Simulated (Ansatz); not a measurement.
All numbers were calculated with Ansatz.

A structure relaxed at PBE0-D4/def2-TZVP, charge 0, multiplicity 1:

| atom | x (Å) | y (Å) | z (Å) |
| --- | --- | --- | --- |
| F1 | -0.6210 | 0.3579 | -1.9600 |
| C2 | 0.3186 | 0.0941 | -1.0532 |
| F3 | 1.5042 | -0.0056 | -1.6371 |
| C4 | -0.0861 | -1.0947 | -0.1173 |
| F5 | 0.9646 | -1.8363 | 0.2306 |
| F6 | -1.0687 | -1.8687 | -0.5555 |
| C7 | -0.4714 | -0.0635 | 0.9967 |
| F8 | 0.0244 | -0.3008 | 2.2026 |
| F9 | -1.7882 | 0.1250 | 1.0687 |
| C10 | 0.2389 | 1.0641 | 0.1739 |
| F11 | 1.4447 | 1.3534 | 0.6608 |
| F12 | -0.4599 | 2.1751 | -0.0100 |

(1) Give its formula and SMILES.

(2) Point group (tolerance 0.08 Å, 0.16 Å for H)?

(3) Summarise the bond lengths by kind.

Results:

(1) C4F8, `FC1(F)C(F)(F)C(F)(F)C1(F)F` (octafluorocyclobutane).

(2) D2d.

(3) 8 × C–F 1.325 to 1.332 Å; 4 × C–C 1.566 Å.
